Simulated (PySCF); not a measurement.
CH₇ClOSi₂, SMILES [SiH3]CO[SiH2]Cl.

Geometry: PBE-D3(BJ)/def2-SVP. The structure was generated by enumeration, and PubChem lists no compound with its InChIKey, so it may never have been made. One conformer was computed; it need not be the lowest.

Two levels are set side by side: PBE/def2-TZVP (PySCF) and CAM-B3LYP/def2-TZVP (PySCF). Same geometry, gas phase. Differences are taken from unrounded values.

```tsv
quantity	CAM-B3LYP
orbital gap (eV)	10.52
highest occupied level (eV)	-9.39
lowest empty level (eV)	1.13
dipole moment (D)	0.97
mean polarisability (bohr³)	78.6
```

Question: What does PBE give, and how far is it from CAM-B3LYP? (The exact figures need the calculation; the answer reports its results.)

Answer: 
```csv
quantity,PBE,PBE minus CAM-B3LYP
orbital gap (eV),5.83,-4.69
highest occupied level (eV),-6.61,2.78
lowest empty level (eV),-0.78,-1.91
dipole moment (D),0.80,-0.17
mean polarisability (bohr³),83.2,4.6
```

Without exact exchange PBE keeps part of each electron's self-repulsion, which lifts occupied levels and narrows the gap. Loosely held outer electrons make PBE densities more polarisable. Differences between two approximate levels are no errors against the true value.

Rough cost on one machine, each run with all the roots and properties that it gave: CAM-B3LYP against PBE within a factor of 2.
